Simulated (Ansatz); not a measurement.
`C[CH2][SnH3]`, relaxed with RKS PBE0-D4/def2-TZVP in Ansatz from a PBE-D4/def2-SVP geometry. The force threshold is 0.005 eV/Å; the program also tests the step.

Charge 0, multiplicity 1. Sn takes the def2 core potential.

Start:

```xyz
11

C     0.890   -1.118    0.566
C    -0.492   -0.481    0.410
Sn   -0.510    1.346   -0.787
H     1.333   -1.402   -0.411
H     1.610   -0.437    1.066
H     0.841   -2.043    1.180
H    -1.207   -1.179   -0.075
H    -0.930   -0.216    1.395
H     0.075    1.016   -2.383
H     0.512    2.544   -0.064
H    -2.122    1.969   -0.894
```

| step | energy (eV) | largest force (eV/Å) | largest move (Å) |
| --- | --- | --- | --- |
| 1 | -8033.6075 | 0.522 | 0.000 |
| 2 | -8033.6437 | 0.195 | 0.058 |
| 3 | -8033.6506 | 0.053 | 0.031 |
| 4 | -8033.6510 | 0.027 | 0.010 |
| 5 | -8033.6510 | 0.007 | 0.002 |
| 6 | -8033.6510 | 0.001 | 0.001 |

End:

```xyz
11

C     0.880   -1.095    0.553
C    -0.503   -0.478    0.408
Sn   -0.507    1.320   -0.771
H     1.307   -1.364   -0.417
H     1.581   -0.409    1.037
H     0.849   -2.007    1.158
H    -1.198   -1.176   -0.064
H    -0.925   -0.225    1.384
H     0.084    0.980   -2.341
H     0.515    2.486   -0.047
H    -2.084    1.968   -0.900
```

It took 13 s on 4 threads of an Arm Neoverse V2 on a shared host, with 0.37 GiB of host memory at the peak.
